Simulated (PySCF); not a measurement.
Delta-SCF ions had no search for a lower state. Excitations are Tamm–Dancoff values on a coarser integration grid. The basis has no diffuse functions, so Rydberg states are missing or too high.

Cartesian coordinates (Å):
SMILES: O[SiH2]O
```xyz
7

O      1.1938    -0.1639    -0.8027
Si    -0.1105    -0.3918     0.1679
O     -0.9594     0.9830     0.4589
H      1.9113     0.3744    -0.4654
H      0.2922    -0.8527     1.5163
H     -0.9268    -1.3880    -0.5629
H     -1.4116     1.3922    -0.2804
```
Charge 0, multiplicity 1.

Task: Give the vertical ionisation energy (Delta-SCF), total energy, S1 excitation (TDA), HOMO and dipole moment at the level PBE0-D3(BJ)/def2-TZVP in PySCF.

Result: 
```json
{
 "vertical ionisation energy (Delta-SCF)": "11.30 eV",
 "total_energy": "-442.2341 Ha",
 "S1 excitation (TDA)": "7.92 eV",
 "HOMO": "-8.89 eV",
 "dipole_moment": "1.07 D"
}
```
